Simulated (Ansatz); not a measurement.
Consider the ligand exchange at a B–C bond: `BCCBO` + `C=N` → `BN=C` + `CCBO`.

Computed with Ansatz on PBE0-D4/def2-TZVP structures; ΔE is electronic, products minus reactants. CBS: MP2 limit from def2 TZ/QZ plus the TZ coupled-cluster correction, frozen cores. This one scheme is used for every species. Functionals use def2-TZVPP. B3LYP here is the variant with VWN-RPA as its local correlation; programs differ in this. One conformer a species, not always the lowest.

| level | ΔE (kcal/mol) | difference from CCSD(T)/CBS |
| --- | --- | --- |
| PBE-D4 | -33.8 | -5.1 |
| PBE0-D4 | -31.5 | -2.8 |
| B3LYP-D4 | -32.6 | -3.9 |
| ωB97X-V | -28.8 | -0.1 |
| B2PLYP | -31.3 | -2.6 |
| PBE | -34.0 | -5.3 |
| B3LYP | -33.0 | -4.3 |
| HF/def2-TZVPP | -26.4 | 2.3 |
| MP2/def2-TZVPP | -29.2 | -0.5 |
| SCS-MP2/def2-TZVPP | -28.5 | 0.2 |
| CCSD/def2-TZVPP | -28.1 | 0.6 |
| HF/def2-QZVPP | -26.4 | 2.3 |
| SCS-MP2/def2-QZVPP | -28.4 | 0.3 |
| HF/CBS(def2) | -26.4 | 2.3 |
| MP2/CBS(def2) | -29.1 | -0.4 |
| CCSD/CBS(def2) | -28.1 | 0.6 |
| CCSD(T)/CBS | -28.7 | 0 |

Largest T1 diagnostic among the species: 0.016.

In def2-TZVPP, CCSD(T) changes the Hartree–Fock value by −2.3 kcal/mol (the triples alone add −0.6 kcal/mol) and MP2 by −2.7 kcal/mol. From PBE to PBE0 (25 % exact exchange), in def2-TZVPP and without D4, ΔE moves by +2.3 kcal/mol.
